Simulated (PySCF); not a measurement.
C₄H₆BF, SMILES C1=CB(CC1)F.

Coordinates come from a PBE-D3(BJ)/def2-SVP optimisation. The structure was generated by enumeration, and PubChem lists no compound with its InChIKey, so it may never have been made. The values are those of a single conformer.

All values below come from PBE-D3(BJ)/def2-SVP (PySCF).

Harmonic, unscaled wavenumbers; measured fundamentals usually lie a few per cent lower.

```csv
mode,ν (cm⁻¹),IR (km/mol),moving atoms (share of kinetic energy)
1,97,0.1,"H 49 %, C 36 %, F 14 %"
2,243,0.0,"C 40 %, H 36 %, B 15 %, F 9 %"
3,356,2.1,"F 41 %, C 35 %, H 14 %, B 10 %"
4,425,1.0,"H 56 %, B 21 %, C 21 %"
5,514,1.7,"F 46 %, C 37 %, B 11 %"
6,695,36.7,"H 80 %, C 15 %"
7,717,1.4,"C 84 %, H 9 %"
8,746,4.7,"H 50 %, B 28 %, C 20 %"
9,766,2.5,"C 66 %, H 26 %"
10,893,9.9,"C 66 %, H 33 %"
11,895,22.0,"H 56 %, C 31 %, B 12 %"
12,982,2.5,"H 52 %, C 47 %"
13,989,0.0,"H 78 %, C 21 %"
14,1050,4.1,H 93 %
15,1076,0.0,"H 77 %, C 21 %"
16,1079,29.1,"H 49 %, B 33 %, C 16 %"
17,1165,2.8,"H 88 %, C 11 %"
18,1174,53.4,"C 46 %, H 30 %, B 22 %"
19,1275,13.5,"C 48 %, H 46 %"
20,1294,34.9,"H 38 %, C 33 %, B 24 %"
21,1343,7.3,H 92 %
22,1382,21.7,"H 88 %, C 11 %"
23,1399,338.0,"B 55 %, C 17 %, H 16 %, F 12 %"
24,1577,61.0,"C 91 %, H 8 %"
25,2958,18.4,H 94 %
26,2990,6.1,H 94 %
27,2991,6.9,"H 91 %, C 9 %"
28,3033,4.7,"H 91 %, C 9 %"
29,3074,19.5,"H 92 %, C 8 %"
30,3134,7.0,"H 91 %, C 9 %"
```
